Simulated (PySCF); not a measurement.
SMILES O=CC[SiH2]c1ccccc1 (C8H10OSi), GFN2-xTB optimised geometry.

```
20

O     -1.57    -4.19    -0.42
C     -1.31    -3.43     0.48
C     -0.45    -2.24     0.39
Si    -1.59    -0.75    -0.03
C     -0.55     0.82     0.00
C     -1.20     2.06     0.00
C     -0.49     3.24     0.00
C      0.89     3.22     0.00
C      1.56     2.01     0.00
C      0.84     0.82     0.00
H     -1.77    -3.57     1.48
H      0.27    -2.37    -0.42
H      0.07    -2.06     1.33
H     -2.19    -0.97    -1.35
H     -2.64    -0.66     1.00
H     -2.28     2.08     0.00
H     -1.02     4.19     0.00
H      1.45     4.15     0.00
H      2.64     1.98     0.00
H      1.38    -0.12     0.00
```

Density from PBE0/def2-SVP (PySCF) at that geometry.

Minimum of the electron density along straight lines between bonded atoms, close to the bond critical point (lines longer than 1.1 times the sum of covalent radii, or with two minima, are not listed):

```csv
bond,length / Å,ρ at the minimum / e bohr⁻³,∇²ρ there / e bohr⁻⁵,position (fraction from the first atom)
O1–C2,1.203,?,0.49,0.67
C2–C3,1.472,0.271,-0.66,0.51
C3–Si4,1.922,?,0.28,0.62
Si4–C5,1.887,0.113,0.33,0.38
C5–C6,1.393,0.306,-0.76,0.50
C6–C7,1.382,0.313,-0.81,0.50
C7–C8,1.385,0.312,-0.80,0.50
C8–C9,1.384,0.313,-0.81,0.50
C5–C10,1.393,0.305,-0.76,0.50
C9–C10,1.384,0.313,-0.80,0.50
C2–H11,1.110,0.275,-1.02,0.63
C3–H12,1.088,0.272,-0.98,0.63
C3–H13,1.087,0.272,-0.98,0.63
Si4–H14,1.465,0.118,0.31,0.49
Si4–H15,1.470,0.117,0.32,0.49
C6–H16,1.080,0.284,-1.08,0.63
C7–H17,1.080,0.283,-1.08,0.63
C8–H18,1.080,0.284,-1.08,0.63
C9–H19,1.081,0.283,-1.08,0.63
C10–H20,1.081,0.284,-1.08,0.63
```

Q: Some entries are withheld; supply them.

A: 
- O1–C2, ρ at the minimum / e bohr⁻³: 0.414
- C3–Si4, ρ at the minimum / e bohr⁻³: 0.105
